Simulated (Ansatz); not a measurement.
Relaxation of C$_{2}$HClOSe (6 atoms, charge 0, multiplicity 1), to a largest force component of 0.015 eV/Å in at most 40 steps.

Method: RKS PBE-D4/def2-SVP (Ansatz).

```xyz
6
Properties=species:S:1:pos:R:3
Cl 1.770 -1.914 -0.860
C 0.555 -1.007 0.110
C -0.117 0.149 0.406
Se -0.310 2.022 0.098
O -0.362 -1.003 1.109
H 0.882 2.268 1.118
```

**Question.** Where does it end, and by what steps?

**Answer.** The forces met the threshold. After 17 steps the energy has fallen by 3.481 eV; C3 moved furthest, 0.75 Å. Parted: C3–O5.

```json
{"step": "0", "energy less start (eV)": "0.0000", "largest force component (eV/Å)": "6.228", "accepted": "yes"}
{"step": "1", "energy less start (eV)": "-1.1245", "largest force component (eV/Å)": "2.886", "accepted": "yes"}
{"step": "2", "energy less start (eV)": "-1.5168", "largest force component (eV/Å)": "2.299", "accepted": "yes"}
{"step": "3", "energy less start (eV)": "-1.9432", "largest force component (eV/Å)": "1.828", "accepted": "yes"}
{"step": "4", "energy less start (eV)": "-2.4504", "largest force component (eV/Å)": "1.986", "accepted": "yes"}
{"step": "5", "energy less start (eV)": "-2.6490", "largest force component (eV/Å)": "2.787", "accepted": "yes"}
{"step": "6", "energy less start (eV)": "-3.0551", "largest force component (eV/Å)": "1.069", "accepted": "yes"}
{"step": "7", "energy less start (eV)": "-3.1774", "largest force component (eV/Å)": "0.978", "accepted": "yes"}
{"step": "8", "energy less start (eV)": "-3.2422", "largest force component (eV/Å)": "1.421", "accepted": "yes"}
{"step": "9", "energy less start (eV)": "-3.3980", "largest force component (eV/Å)": "0.546", "accepted": "yes"}
{"step": "10", "energy less start (eV)": "-3.4384", "largest force component (eV/Å)": "0.482", "accepted": "yes"}
{"step": "11", "energy less start (eV)": "-3.4647", "largest force component (eV/Å)": "0.346", "accepted": "yes"}
{"step": "12", "energy less start (eV)": "-3.4779", "largest force component (eV/Å)": "0.354", "accepted": "yes"}
{"step": "13", "energy less start (eV)": "-3.4788", "largest force component (eV/Å)": "0.235", "accepted": "yes"}
{"step": "14", "energy less start (eV)": "-3.4804", "largest force component (eV/Å)": "0.145", "accepted": "yes"}
{"step": "15", "energy less start (eV)": "-3.4807", "largest force component (eV/Å)": "0.050", "accepted": "yes"}
{"step": "16", "energy less start (eV)": "-3.4807", "largest force component (eV/Å)": "0.059", "accepted": "yes"}
{"step": "17", "energy less start (eV)": "-3.4808", "largest force component (eV/Å)": "0.011", "accepted": "yes"}
```

```xyz
6
Properties=species:S:1:pos:R:3
Cl 1.707 -1.291 -0.642
C 0.212 -0.858 0.421
C -0.301 0.230 -0.317
Se -0.015 1.953 -0.013
O -0.135 -1.514 1.361
H 0.949 1.994 1.169
```

Whether the end is a true minimum wasn't checked by a vibrational analysis.

Time of the run: 36 s on 2 threads of Arm Neoverse V1, with other jobs on the host, peak memory 0.15 GiB.
